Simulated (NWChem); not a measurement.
**Correlation energy of iodine monochloride (ClI)**

```
Cl
I 1 2.3873
```
Charge 0, spin multiplicity 1.

All runs are NWChem calculations. All single points use one geometry, from B3LYP/def2-SVP with def2 effective core potentials on I, a minimum by its harmonic frequencies.

Basis set: def2-SVP. Each correlation energy counts from its own Hartree-Fock reference.

Effective core potentials replace the inner electrons of I; spin-orbit coupling is left out. The correlated methods keep 9 core orbitals frozen. Coupled-cluster values serve here as a point of comparison, not as the truth.

Q: Order these methods by the correlation energy they give, lowest first: MP2, SCS-MP2, CR-CCSD[T], CCSD.

A: CR-CCSD[T] (-276.6 mHa), CCSD (-271.5 mHa), MP2 (-249.3 mHa), SCS-MP2 (-239.6 mHa)
